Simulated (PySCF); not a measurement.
# Electron correlation in Si²⁺ (silicon, charge +2)

[Ne] 3s2, closed-shell 1S. Calculation: PySCF 2.14, in an even-tempered Gaussian basis (18 s from 0.054 bohr⁻², ratio 2.5; 13 p from 0.071 bohr⁻², ratio 2.5; 6 d from 0.47 bohr⁻², ratio 2.7; 5 f from 0.71 bohr⁻², ratio 2.7); no relativity, point nucleus. Frozen: 1s2; 10 electrons correlated; the 21 highest virtual orbitals of each spin left out.

MP2 pair energies summed by pair of shells (mhartree):

```
 pair   energy  share (%)
2p-2p  -201.83       59.4
2s-2p   -64.51       19.0
3s-3s   -32.76        9.6
2p-3s   -27.51        8.1
2s-2s   -10.07        3.0
2s-3s    -3.23        1.0
```

Total MP2 correlation energy: -339.91 mhartree.

Same-spin part -82.63 and opposite-spin part -257.28 mhartree; SCS-MP2 scales them by 1/3 and 6/5 to -336.28 mhartree.

MP2 falls well short for the outer s pair, which is nearly degenerate with np².
